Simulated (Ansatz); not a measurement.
`C/C=[N]\[InH2]`, charge 0, multiplicity 1.

**Question.** Give a relaxed structure at PBE0-D4/def2-TZVP (Ansatz 0.2.0). (Estimate.)

**Answer.** Ansatz gave: 
Z-matrix (Å, degrees):
```
C
C 1 1.500
H 1 1.095 2 110.2
H 1 1.092 2 111.1 3 121.3
H 1 1.095 2 110.2 3 -117.5
N 2 1.249 1 128.2 3 -121.4
H 2 1.106 1 113.2 3 58.6
In 6 2.028 2 141.0 1 0.0
H 8 1.714 6 115.1 2 95.4
H 8 1.714 6 115.1 2 -95.6
```
Point group Cs.
This is one stationary point; other conformers may exist.
